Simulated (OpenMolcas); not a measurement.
# neutral sulfur: effect of the active space

```json
{"Program": "OpenMolcas 26.06", "Method": "CASSCF", "Basis": "ANO-RCC-VDZP", "Scalar Hamiltonian": "DKH2, point nucleus", "Spin-orbit coupling": "RASSI with atomic mean-field integrals over the reference wave functions, term energies averaged over their components"}
```

A. 4 electrons in 3 orbitals (3p); 2S+1 = 3 even, 3 roots; 2S+1 = 1 even, 6 roots; cost of the order of 1.5 core-seconds
B. 6 electrons in 4 orbitals (3s 3p); 2S+1 = 3 even, 3 roots; 2S+1 = 1 even, 6 roots; 2S+1 = 3 odd, 3 roots (0 in the spin-orbit step); cost roughly 5 core-seconds

Energies in cm⁻¹ above 3s² 3p⁴ ³P₂, the measured ground level; measured values from NIST Handbook of Basic Atomic Spectroscopic Data.

```csv
Level,A,B,Measured
3s² 3p⁴ ³P₂,0.0,0.0,0.0
3s² 3p⁴ ³P₁,371,371,396
3s² 3p⁴ ³P₀,544,541,574
3s² 3p⁴ ¹D₂,11716,11713,9239
3s² 3p⁴ ¹S₀,28880,21432,22180
```

Deviations, from unrounded energies. A percentage is the sum of absolute deviations over the sum of measured energies, with the sign that they share, or ± where signs differ.

```json
{"Against measurement": "mean absolute deviation (cm-1)", "Levels": "4", "A": "2300", "B": "820"}
{"Against measurement": "fine structure of the ground term (%)", "Levels": "2", "A": "-5.6", "B": "-5.9"}
{"Against measurement": "other terms of the ground configuration (%)", "Levels": "2", "A": "+29.2", "B": "±10.3"}
```

B lies closest to measurement on these levels. The largest miss of B in the table is 3s² 3p⁴ ¹D₂, by +2500 cm-1. The ranking rests on the paired levels alone, and a cruder setting can come out closer through cancelling errors.

Between A and B the level of the table that moves most is 3s² 3p⁴ ¹S₀, by 7400 cm-1 (lowest in B, highest in A).

Without dynamic correlation excited terms often stand tens of per cent too high (terms of higher spin than the ground term too low), and those without a measured partner can miss by more than the paired ones. With the s shell closed, the reference lacks s² → p² mixing (holds for A). No level of 3s 3p⁵ was computed, though it lies in the active space (holds for B). Measured partners are found by configuration, term and J. A level has none where our copy of the source lacks it or the pairing is in doubt (some pairs that miss far off the trend of their configuration count as doubtful), and it then counts in no deviation. Levels of configurations outside the active space are missing.
